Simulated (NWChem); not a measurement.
**A calculation on H$_{2}$Cl$_{2}$Si**

```xyz
5

Si     0.0000     0.0000     0.7689
Cl    -1.6840     0.0000    -0.4104
Cl     1.6840     0.0000    -0.4104
H      0.0000    -1.2330     1.5936
H      0.0000     1.2330     1.5936
```
Charge 0, spin multiplicity 1.

Program: NWChem. Structure: optimised with PBE0/def2-SVP, a minimum by its harmonic frequencies.

Symmetry labels belong to the abelian group C2v used in the runs, with the axes of the coordinates shown; states degenerate in a higher group split over its labels.

The structure started from a generated list of species.

List the lowest 3 singlet excitations that TD-PBE/def2-SVPD gives, with oscillator strengths.


| state | symmetry | energy (eV) | wavelength (nm) | f |
|---|---|---|---|---|
| 1 | b2 | 6.69 | 185 | 0.011 |
| 2 | a2 | 6.91 | 179 | 0.000 |
| 3 | b1 | 7.20 | 172 | 0.035 |
